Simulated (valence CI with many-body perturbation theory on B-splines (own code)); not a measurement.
# Energy levels of Yb XXXIX

Level of theory: relativistic CI+MBPT: four valence electrons over a frozen Dirac-Fock core [Ar] 3d10, a basis of 9 s, 9 p, 8 d, 6 f, 3 g, 1 h functions for each j, with the one-electron correlation potential Σ1 (screened to all orders), the two-electron term Σ2, the three-electron term Σ3, Breit, model QED; selected single and double excitations, second order for the rest, scaled by the run's own slope (own B-spline code, finite nucleus).

The last digits are not significant, and no measured levels were compared; by estimate large intervals hold to a few tenths of a per cent, small ones and those within an open d or f shell to about a per cent.

Levels 1 to 33 of 33, with energies above the lowest level, (4s^2 4p1/2^2) J=0. "Leading %" is the weight of the configuration and term that name the level; weights of strongly mixed levels are sums over their largest components and can fall short, so below about 35 % the name and the second component can differ from the true leading terms, or belong to a minority configuration. In the jj column 3d3/2^4 stands for four electrons in 3d with j = 3/2. Lifetimes count E1, E2, E3, M1 and M2 decay at the calculated energies, and are blank where another channel may lead or the interval is too uncertain; long ones can be off by a factor of two.

```csv
No.,Configuration,Term,J,E (eV),Leading %,Lifetime,g,Second component,Leading jj
1,4s2 4p2,3P,0,0.00,71,,,28 % 4s2 4p2 1S,4s^2 4p1/2^2 (99 %)
2,4s2 4p2,3P,1,66.99,99,502 ns,1.497,,4s^2 4p1/2 4p3/2 (99 %)
3,4s2 4p2,1D,2,70.93,62,22.0 μs,1.182,37 % 4s2 4p2 3P,4s^2 4p1/2 4p3/2 (99 %)
4,4s2 4p2,3P,2,140.89,62,280 ns,1.310,37 % 4s2 4p2 1D,4s^2 4p3/2^2 (98 %)
5,4s2 4p2,1S,0,149.48,70,213 ns,,28 % 4s2 4p2 3P,4s^2 4p3/2^2 (98 %)
6,4s 4p3,3P°,2,153.03,43,57.2 ps,1.588,34 % 4s 4p3 5S°,4s 4p1/2^2 4p3/2 (96 %)
7,4s 4p3,3D°,1,166.53,39,4.20 ps,1.040,23 % 4s 4p3 1P°,4s 4p1/2^2 4p3/2 (92 %)
8,4s2 4p 4d,3F°,2,205.93,70,238 ps,0.774,20 % 4s2 4p 4d 1D°,4s^2 4p1/2 4d3/2 (95 %)
9,4s 4p3,5S°,2,213.82,42,245 ps,1.531,37 % 4s 4p3 3D°,4s 4p1/2 4p3/2^2 (82 %)
10,4s 4p3,3D°,3,220.98,69,146 ps,1.281,13 % 4s2 4p 4d 3D°,4s 4p1/2 4p3/2^2 (69 %)
11,4s2 4p 4d,3D°,1,222.07,50,898 fs,0.918,22 % 4s2 4p 4d 1P°,4s^2 4p1/2 4d3/2 (85 %)
12,4s 4p3,3P°,0,231.39,96,6.06 ps,,,4s 4p1/2 4p3/2^2 (96 %)
13,4s2 4p 4d,3P°,2,233.47,34,2.64 ps,1.219,20 % 4s 4p3 3D°,4s^2 4p1/2 4d5/2 (69 %)
14,4s2 4p 4d,3F°,3,234.64,50,3.74 ps,1.156,27 % 4s 4p3 3D°,4s^2 4p1/2 4d5/2 (67 %)
15,4s 4p3,3P°,1,237.75,50,3.16 ps,1.258,18 % 4s 4p3 1P°,4s 4p1/2 4p3/2^2 (89 %)
16,4s 4p3,1D°,2,241.14,60,1.86 ps,1.145,9 % 4s2 4p 4d 3D°,4s 4p1/2 4p3/2^2 (76 %)
17,4s 4p3,3S°,1,242.20,40,1.47 ps,1.338,25 % 4s 4p3 3D°,4s 4p1/2 4p3/2^2 (91 %)
18,4s2 4p 4d,3D°,2,287.76,52,986 fs,1.093,16 % 4s2 4p 4d 1D°,4s^2 4p3/2 4d3/2 (87 %)
19,4s2 4p 4d,3P°,1,288.49,51,1.14 ps,1.137,33 % 4s2 4p 4d 3D°,4s^2 4p3/2 4d3/2 (88 %)
20,4s2 4p 4d,3P°,0,289.80,95,1.18 ps,,,4s^2 4p3/2 4d3/2 (95 %)
21,4s2 4p 4d,1D°,2,290.19,32,41.4 ps,1.290,22 % 4s2 4p 4d 3P°,4s^2 4p3/2 4d5/2 (56 %)
22,4s2 4p 4d,3F°,3,290.27,37,1.16 ps,1.133,30 % 4s2 4p 4d 1F°,4s^2 4p3/2 4d3/2 (87 %)
23,4s 4p2 4d,5F,1,293.33,47,24.0 ps,0.398,32 % 4s 4p2 4d 3D,4s 4p1/2^2 4d3/2 (95 %)
24,4s2 4p 4d,3F°,4,293.85,99,593 ns,1.247,,4s^2 4p3/2 4d5/2 (99 %)
25,4s 4p2 4d,3D,2,295.96,26,28.0 ps,1.174,25 % 4s 4p2 4d 5F,4s 4p1/2^2 4d3/2 (89 %)
26,4s2 4p 4d,1P°,1,310.12,41,2.42 ps,1.218,25 % 4s2 4p 4d 3P°,4s^2 4p3/2 4d5/2 (68 %)
27,4s2 4p 4d,1F°,3,311.27,49,1.49 ps,1.164,49 % 4s2 4p 4d 3D°,4s^2 4p3/2 4d5/2 (89 %)
28,4s 4p3,3P°,2,312.48,27,1.50 ps,1.331,22 % 4s2 4p 4d 3P°,4s 4p3/2^3 (52 %)
29,4s 4p2 4d,3D,3,313.77,28,5.50 ps,1.367,25 % 4s 4p2 4d 5D,4s 4p1/2^2 4d5/2 (92 %)
30,4p4,3P,2,316.39,25,6.07 ps,1.176,13 % 4s 4p2 4d 3F,4s 4p1/2^2 4d5/2 (56 %)
31,4s 4p3,1P°,1,322.54,29,1.08 ps,1.066,25 % 4s2 4p 4d 1P°,4s 4p3/2^3 (62 %)
32,4p4,3P,2,331.81,33,2.19 ps,1.114,19 % 4s 4p2 4d 3F,4p1/2^2 4p3/2^2 (49 %)
33,4p4,1S,0,332.82,53,2.79 ps,,34 % 4p4 3P,4p1/2^2 4p3/2^2 (87 %)
```

The ionisation energy to 4s2 4p 2P°_1/2 of the next ion comes out as 1791.4 eV (NIST: 1789 ± 4 eV (theoretical)). All 33 levels together are meant to be complete up to 335.43 eV.
